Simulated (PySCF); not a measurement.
A PySCF script (with the pyscf-properties extension) for the NMR shieldings of `CC1=C[C@@H]1B(Cl)C[SiH2]Cl`, C5H9BCl2Si, on a GFN2-xTB geometry:

```python
import basis_set_exchange as bse
import numpy as np
from pyscf import gto, dft
from pyscf.prop import nmr

atoms = """
C    -2.241704    0.936727    0.673264
C    -1.748262   -0.015872   -0.315836
C    -1.712255   -1.141774   -0.938447
C    -0.733023   -0.081383   -1.470234
B     0.781400   -0.205657   -1.218413
Cl    1.866041    0.478375   -2.375501
C     1.397610   -0.930157    0.038522
Si    2.366069    0.231118    1.198634
Cl    1.107955    1.594505    1.998011
H    -2.637386    1.819505    0.170550
H    -1.424525    1.259374    1.317826
H    -3.026695    0.486088    1.278186
H    -2.021582   -2.138205   -1.123510
H    -1.050397    0.422703   -2.386281
H     0.627524   -1.449173    0.612718
H     2.114882   -1.686140   -0.284240
H     2.913411   -0.541881    2.314635
H     3.412179    0.968164    0.498460
"""
names = dict.fromkeys(["C", "B", "Cl", "Si", "H"], "pcSseg-1")
basis = {el: gto.basis.parse(bse.get_basis(n, elements=[el], fmt="nwchem")) for el, n in names.items()}
mol = gto.M(atom=atoms, basis=basis, charge=0, verbose=0)
mf = dft.RKS(mol, xc="PBE0")
mf.grids.level = 2
mf.grids.alignment = dft.numint.BLKSIZE   # the property module wants whole blocks of grid points
mf.conv_tol = 1e-9
mf.kernel()

calc = nmr.RKS(mf)   # GIAO
C = mf.mo_coeff
Co = C[:, mf.mo_occ > 0]
resp = mf.gen_response(singlet=True, hermi=2)
def vind(x):   # induced exchange potential for any number of trial vectors
    d = np.einsum("pi,xij,qj->xpq", C, 2 * x.reshape(-1, C.shape[1], Co.shape[1]), Co, optimize=True)
    return np.einsum("xpq,pi,qj->xij", resp(d - d.transpose(0, 2, 1)), C, Co, optimize=True).ravel()
mo1, _ = nmr.rhf.solve_mo1(calc, with_cphf=vind)
sigma = calc.kernel(mo1)
for i, s in enumerate(sigma):   # ppm
    print("%2d %-2s %9.2f" % (i, mol.atom_pure_symbol(i), np.trace(s) / 3))
```

Q: Give the expected output.

A: 
```
 0 C     169.96
 1 C      62.34
 2 C      81.45
 3 C     158.55
 4 B      27.67
 5 Cl    702.07
 6 C     168.11
 7 Si    361.72
 8 Cl    989.42
 9 H      29.42
10 H      28.63
11 H      29.09
12 H      25.32
13 H      30.29
14 H      30.21
15 H      31.50
16 H      26.47
17 H      26.36
```

These numbers come from an equivalent density-fitted implementation of the same equations, which agrees with the script to about 0.01 ppm for H and up to a few tenths of a ppm for heavy atoms, so last digits may differ.

Size and cost of the density-fitted run: 219 basis functions, 98 s wall time on 1 thread of an Arm Neoverse N1, shared host; peak memory 0.94 GiB.
